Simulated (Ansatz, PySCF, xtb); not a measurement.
Gas-phase reaction 4 R1 + R2 → 4 P1 + P2, each structure at its B3LYP-D3(BJ)/def2-TZVP stationary point, reached from a drawn start (curvature not checked).
P1: H2 (SMILES [H][H]), charge 0, multiplicity 1.
R1: HCl (SMILES Cl), charge 0, multiplicity 1.
R2, SiH4 (SMILES [SiH4]) (charge 0, multiplicity 1):
```xyz
5

Si     0.000     0.000     0.000
H      0.855     0.855     0.855
H     -0.855    -0.855     0.855
H     -0.855     0.855    -0.855
H      0.855    -0.855    -0.855
```
P2: SiCl4 (SMILES Cl[Si](Cl)(Cl)Cl), charge 0, multiplicity 1.

P less R. No zero-point or thermal terms.

Frozen-core correlation throughout. CBS(a, b) extrapolates the correlation energy as X⁻³ and adds the Hartree–Fock energy of set b.

Codes used: Ansatz (Gaussian orbitals); PySCF for the D3/D4 terms; xtb for the GFN methods. No computed number here is a measurement.

The comparison value is -72.46 kcal/mol (CCSD(T)/CBS(cc-pV(T+d)Z, cc-pV(Q+d)Z)). It is a level with limits of its own, not the exact answer.

Order these levels by how close they come to the comparison value for the reaction energy, closest first: GFN1-xTB, revPBE-D4/def2-TZVPP, revPBE/def2-TZVPP, PBE-D3(BJ)/def2-TZVPP, B3LYP/def2-TZVPP. Give each level's value less the comparison value.

PBE-D3(BJ)/def2-TZVPP (1.42 kcal/mol), revPBE-D4/def2-TZVPP (-3.66 kcal/mol), revPBE/def2-TZVPP (6.76 kcal/mol), GFN1-xTB (-8.73 kcal/mol), B3LYP/def2-TZVPP (10.26 kcal/mol)

Ansatz is a quantum-chemistry and plane-wave program.
